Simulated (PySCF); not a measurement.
Record of a relaxation.

Species: Ge(OtBu)Cl3, C₄H₉Cl₃GeO.
Bonds: Ge1–O2, Ge1–Cl16, Ge1–Cl17, Ge1–Cl18, O2–C3, C3–C4, C3–C5, C3–C6. Hydrogens: H7, H8, H9 on C4; H10, H11, H12 on C5; H13, H14, H15 on C6.

Computed by this run: PBE0-D3(BJ)/def2-SVP geometry optimisation, gas phase (PySCF); density fitting, grid level 1; the optimiser is geomeTRIC in internal coordinates, started from a GFN2-xTB structure with every atom displaced at random (about 0.03 Å). 9 of its 11 geometries are shown. The frame can shift and turn from step to step; on so coarse a grid that alone can change the energy by a few meV, and forces under 0.02 eV/Å are noise.

Step 0: E = -100382.2275 eV, largest atomic force 5.534 eV/Å
```
atom  x, y, z in Å  |  force x, y, z in eV/Å
Ge1     1.359   -0.304   -2.061   -1.757   2.643   0.552
O2      1.016    0.058   -0.389    0.290   0.220  -0.178
C3     -0.175    0.073    0.450    3.830   1.915   1.304
C4     -0.983   -1.036    0.103   -5.512  -0.002  -0.494
C5      0.431   -0.149    1.856   -0.791   1.694   1.263
C6     -0.820    1.452    0.362   -1.614  -1.390  -1.409
H7     -1.892   -1.058    0.805    0.871   0.086  -0.874
H8     -1.414   -0.878   -0.913    0.166  -0.417   0.265
H9     -0.579   -1.987    0.218    1.403  -1.951  -0.028
H10     0.944   -1.093    1.976    0.242  -0.648  -0.283
H11    -0.396   -0.120    2.639    0.763  -0.028  -0.775
H12     1.168    0.661    2.145   -0.676  -0.625  -0.459
H13    -1.283    1.610   -0.666    0.632  -0.061   0.976
H14    -0.148    2.240    0.603    0.926   0.813   0.151
H15    -1.643    1.463    1.079   -0.291   0.178   0.221
Cl16    3.241    0.564   -2.305    0.740   0.082  -0.285
Cl17   -0.087    0.814   -3.349    0.760  -0.660   0.560
Cl18    1.207   -2.296   -2.474    0.018  -1.848  -0.508
```

Step 1: E = -100382.9327 eV, largest atomic force 1.076 eV/Å
```
atom  x, y, z in Å  |  force x, y, z in eV/Å
Ge1     1.330   -0.229   -2.015   -0.630   0.870   0.059
O2      1.067    0.091   -0.334   -0.038  -0.114   0.284
C3     -0.134    0.067    0.488    0.897   0.238   0.146
C4     -1.038   -1.066    0.079   -0.790  -0.261   0.060
C5      0.410   -0.119    1.905   -0.216  -0.108   0.025
C6     -0.797    1.424    0.357   -0.420  -0.087  -0.045
H7     -1.944   -1.097    0.711    0.170   0.110   0.042
H8     -1.419   -0.947   -0.950    0.208  -0.016  -0.021
H9     -0.556   -2.047    0.188    0.164   0.000  -0.127
H10     0.930   -1.083    2.002    0.008  -0.008  -0.036
H11    -0.406   -0.087    2.644   -0.021  -0.046  -0.061
H12     1.118    0.682    2.161    0.037   0.025  -0.109
H13    -1.174    1.567   -0.665    0.056   0.102  -0.048
H14    -0.084    2.220    0.601    0.011   0.047  -0.017
H15    -1.661    1.490    1.039    0.071   0.051   0.009
Cl16    3.242    0.582   -2.415    0.202  -0.087  -0.096
Cl17   -0.116    0.843   -3.224    0.207  -0.212   0.091
Cl18    1.176   -2.273   -2.495    0.084  -0.503  -0.156
```

Step 2: E = -100382.9910 eV, largest atomic force 0.245 eV/Å
```
atom  x, y, z in Å  |  force x, y, z in eV/Å
Ge1     1.301   -0.216   -1.996   -0.107   0.221  -0.003
O2      1.085    0.120   -0.309    0.019  -0.017   0.171
C3     -0.114    0.085    0.502    0.081   0.076  -0.175
C4     -1.026   -1.046    0.057   -0.011  -0.160   0.010
C5      0.396   -0.142    1.915    0.008  -0.068  -0.026
C6     -0.804    1.438    0.377    0.002  -0.016   0.081
H7     -1.925   -1.084    0.686   -0.033   0.003   0.070
H8     -1.367   -0.901   -0.979    0.013   0.003  -0.033
H9     -0.512   -2.019    0.130   -0.047   0.093  -0.034
H10     0.917   -1.109    1.983   -0.008   0.046   0.005
H11    -0.435   -0.137    2.633   -0.042  -0.007   0.034
H12     1.100    0.655    2.186    0.062   0.032   0.047
H13    -1.156    1.607   -0.649    0.014   0.008  -0.065
H14    -0.101    2.241    0.642   -0.034   0.001  -0.001
H15    -1.676    1.495    1.048    0.046  -0.003   0.006
Cl16    3.214    0.563   -2.488    0.022  -0.083  -0.016
Cl17   -0.163    0.762   -3.219   -0.040  -0.005  -0.037
Cl18    1.208   -2.296   -2.439    0.054  -0.123  -0.032
```

Step 4: E = -100382.9973 eV, largest atomic force 0.071 eV/Å
```
atom  x, y, z in Å  |  force x, y, z in eV/Å
Ge1     1.258   -0.230   -2.007    0.028  -0.048  -0.025
O2      1.095    0.130   -0.315    0.009  -0.001  -0.017
C3     -0.096    0.100    0.499   -0.066  -0.024   0.000
C4     -1.030   -1.022    0.058    0.051   0.038   0.004
C5      0.412   -0.146    1.912    0.006   0.012   0.003
C6     -0.781    1.457    0.392    0.037   0.012  -0.015
H7     -1.914   -1.059    0.711   -0.003  -0.005   0.000
H8     -1.385   -0.862   -0.972   -0.025   0.008   0.015
H9     -0.521   -1.996    0.104   -0.003  -0.005   0.009
H10     0.927   -1.116    1.970    0.006  -0.005  -0.002
H11    -0.423   -0.147    2.628    0.011   0.003   0.000
H12     1.124    0.640    2.202   -0.006  -0.001  -0.003
H13    -1.128    1.641   -0.635   -0.003  -0.002   0.008
H14    -0.079    2.258    0.668    0.007  -0.005   0.003
H15    -1.648    1.509    1.067   -0.009  -0.001  -0.005
Cl16    3.166    0.509   -2.578   -0.022  -0.004   0.004
Cl17   -0.250    0.683   -3.227   -0.005   0.001   0.008
Cl18    1.216   -2.333   -2.400   -0.015   0.025   0.011
```

Step 5: E = -100382.9969 eV, largest atomic force 0.075 eV/Å
```
atom  x, y, z in Å  |  force x, y, z in eV/Å
Ge1     1.233   -0.253   -2.018    0.018  -0.072  -0.005
O2      1.095    0.122   -0.327   -0.002   0.000  -0.050
C3     -0.089    0.106    0.497   -0.021  -0.033   0.060
C4     -1.036   -1.010    0.073   -0.015   0.059  -0.004
C5      0.430   -0.139    1.907   -0.002   0.021   0.012
C6     -0.762    1.469    0.392    0.006   0.004  -0.026
H7     -1.910   -1.041    0.740    0.005   0.001  -0.003
H8     -1.410   -0.850   -0.951   -0.009   0.002   0.014
H9     -0.535   -1.987    0.113    0.022  -0.032   0.003
H10     0.940   -1.111    1.964    0.005  -0.009  -0.009
H11    -0.399   -0.133    2.631    0.013   0.003  -0.008
H12     1.149    0.643    2.191   -0.006   0.000  -0.015
H13    -1.115    1.653   -0.634    0.002   0.001   0.014
H14    -0.053    2.264    0.662    0.018   0.004   0.002
H15    -1.625    1.527    1.071   -0.009   0.004  -0.004
Cl16    3.138    0.463   -2.620   -0.006   0.020  -0.001
Cl17   -0.290    0.654   -3.225    0.009  -0.001   0.012
Cl18    1.182   -2.361   -2.388   -0.029   0.028   0.009
```

Step 6: E = -100382.9973 eV, largest atomic force 0.076 eV/Å
```
atom  x, y, z in Å  |  force x, y, z in eV/Å
Ge1     1.214   -0.273   -2.027   -0.002  -0.050   0.012
O2      1.093    0.111   -0.337   -0.012  -0.005  -0.043
C3     -0.085    0.109    0.497    0.027  -0.015   0.070
C4     -1.041   -1.004    0.088   -0.056   0.037  -0.007
C5      0.445   -0.131    1.904   -0.003   0.018   0.012
C6     -0.748    1.476    0.388   -0.015  -0.003  -0.021
H7     -1.908   -1.027    0.765    0.008   0.005   0.001
H8     -1.428   -0.846   -0.931    0.003  -0.001   0.007
H9     -0.546   -1.983    0.129    0.027  -0.033  -0.004
H10     0.951   -1.106    1.961    0.003  -0.006  -0.009
H11    -0.376   -0.117    2.635    0.008   0.001  -0.009
H12     1.171    0.649    2.176    0.000   0.001  -0.016
H13    -1.107    1.656   -0.636    0.006   0.004   0.008
H14    -0.031    2.267    0.649    0.018   0.008   0.000
H15    -1.607    1.544    1.072   -0.002   0.006  -0.002
Cl16    3.119    0.428   -2.644    0.008   0.022  -0.008
Cl17   -0.312    0.646   -3.222    0.011  -0.005   0.009
Cl18    1.140   -2.380   -2.387   -0.028   0.014   0.002
```

Step 8: E = -100382.9979 eV, largest atomic force 0.047 eV/Å
```
atom  x, y, z in Å  |  force x, y, z in eV/Å
Ge1     1.213   -0.277   -2.029    0.000  -0.028   0.008
O2      1.091    0.107   -0.339   -0.016  -0.007  -0.020
C3     -0.086    0.108    0.497    0.019  -0.006   0.042
C4     -1.044   -1.003    0.092   -0.028   0.009  -0.006
C5      0.448   -0.130    1.903    0.004   0.010   0.009
C6     -0.746    1.476    0.387   -0.003   0.001  -0.010
H7     -1.910   -1.025    0.770    0.004   0.003   0.006
H8     -1.433   -0.846   -0.927    0.002   0.000   0.002
H9     -0.549   -1.984    0.132    0.009  -0.006  -0.005
H10     0.953   -1.106    1.959    0.002   0.000  -0.005
H11    -0.371   -0.113    2.636    0.003   0.001  -0.002
H12     1.175    0.650    2.171    0.004   0.001  -0.009
H13    -1.107    1.655   -0.636    0.005   0.004   0.001
H14    -0.027    2.266    0.646    0.009   0.002  -0.002
H15    -1.604    1.548    1.072    0.002   0.004  -0.001
Cl16    3.118    0.428   -2.642    0.004   0.008  -0.010
Cl17   -0.311    0.646   -3.223    0.001  -0.002   0.003
Cl18    1.134   -2.383   -2.391   -0.022   0.006   0.001
```

Step 9: E = -100382.9982 eV, largest atomic force 0.037 eV/Å
```
atom  x, y, z in Å  |  force x, y, z in eV/Å
Ge1     1.214   -0.277   -2.030    0.001  -0.022   0.006
O2      1.089    0.106   -0.340   -0.013  -0.010  -0.016
C3     -0.087    0.108    0.497    0.014  -0.005   0.034
C4     -1.047   -1.003    0.093   -0.019   0.009  -0.006
C5      0.449   -0.130    1.902    0.005   0.010   0.009
C6     -0.747    1.476    0.387    0.001   0.002  -0.008
H7     -1.911   -1.024    0.773    0.004   0.002   0.005
H8     -1.436   -0.846   -0.925    0.003   0.001   0.001
H9     -0.552   -1.984    0.133    0.006  -0.002  -0.005
H10     0.953   -1.106    1.958    0.002   0.000  -0.004
H11    -0.369   -0.113    2.637    0.002   0.001  -0.001
H12     1.177    0.650    2.168    0.004   0.000  -0.008
H13    -1.108    1.655   -0.636    0.006   0.004   0.000
H14    -0.026    2.265    0.645    0.006   0.001  -0.003
H15    -1.604    1.549    1.073    0.001   0.004   0.000
Cl16    3.119    0.431   -2.638    0.002   0.004  -0.012
Cl17   -0.309    0.644   -3.226   -0.001  -0.002   0.004
Cl18    1.137   -2.383   -2.394   -0.022   0.004   0.003
```

Step 10: E = -100382.9986 eV, largest atomic force under 0.02 eV/Å
```
atom  x, y, z in Å  |  force x, y, z in eV/Å
Ge1     1.215   -0.278   -2.030    0.002  -0.008  -0.002
O2      1.087    0.104   -0.341   -0.004  -0.013  -0.002
C3     -0.088    0.107    0.498    0.003   0.003   0.019
C4     -1.050   -1.003    0.095   -0.005   0.002  -0.003
C5      0.450   -0.131    1.902    0.005   0.006   0.005
C6     -0.746    1.476    0.387    0.005   0.005  -0.002
H7     -1.913   -1.023    0.776    0.002  -0.001   0.005
H8     -1.440   -0.846   -0.924    0.002   0.001   0.000
H9     -0.556   -1.985    0.134    0.000   0.005  -0.004
H10     0.953   -1.107    1.957    0.002   0.001  -0.001
H11    -0.367   -0.112    2.638    0.000   0.001   0.001
H12     1.179    0.649    2.165    0.004  -0.001  -0.003
H13    -1.108    1.655   -0.636    0.005   0.003  -0.002
H14    -0.023    2.264    0.643    0.002  -0.001  -0.003
H15    -1.603    1.551    1.074    0.002   0.002   0.000
Cl16    3.119    0.439   -2.634   -0.002  -0.007  -0.014
Cl17   -0.307    0.640   -3.228   -0.006   0.000   0.001
Cl18    1.141   -2.383   -2.396   -0.017  -0.001   0.004
```

Q: Summarise the path.

A: The energy falls by 0.7711 eV from step 0 to step 10; nine tenths of that is first reached at step 1. It rises by more than 0.2 meV at step 5. The largest force goes from 5.534 to under 0.02 eV/Å. Among the bonds C3–C4 changes most, from 1.415 to 1.523 Å; the atoms move by 0.120 Å rms after alignment.

Q: Follow the three bonds and two angles with the largest change from start to end.

A: 
| step | E above end (eV) | largest force (eV/Å) | C3–C4 (Å) | Ge1–Cl18 (Å) | Ge1–Cl17 (Å) | Cl16–Ge1–Cl18 (°) | C3–C4–H9 (°) |
| --- | --- | --- | --- | --- | --- | --- | --- |
| 0 | 0.7711 | 5.534 | 1.415 | 2.041 | 2.237 | 116.7 | 117.9 |
| 1 | 0.0660 | 1.076 | 1.506 | 2.105 | 2.168 | 113.3 | 112.5 |
| 2 | 0.0076 | 0.245 | 1.519 | 2.129 | 2.144 | 110.4 | 111.0 |
| 3 | 0.0015 | 0.107 | 1.524 | 2.138 | 2.144 | 108.8 | 110.8 |
| 4 | 0.0013 | 0.071 | 1.525 | 2.140 | 2.144 | 108.1 | 110.9 |
| 5 | 0.0017 | 0.075 | 1.524 | 2.141 | 2.145 | 107.8 | 111.0 |
| 6 | 0.0013 | 0.076 | 1.523 | 2.139 | 2.145 | 107.9 | 111.0 |
| 7 | 0.0009 | 0.057 | 1.523 | 2.139 | 2.144 | 108.1 | 111.0 |
| 8 | 0.0007 | 0.047 | 1.523 | 2.139 | 2.144 | 108.1 | 111.0 |
| 9 | 0.0004 | 0.037 | 1.523 | 2.138 | 2.144 | 108.2 | 111.0 |
| 10 | 0.0000 | under 0.02 | 1.523 | 2.138 | 2.144 | 108.4 | 110.9 |

The cost below is that of the whole optimisation. Hardware: an Intel Xeon 6975P-C with 2 threads, shared host with 192 logical CPUs at a one-minute load of 110. Cost: 2.4 min wall, 5.9 min CPU, 1.2 GiB resident at most.
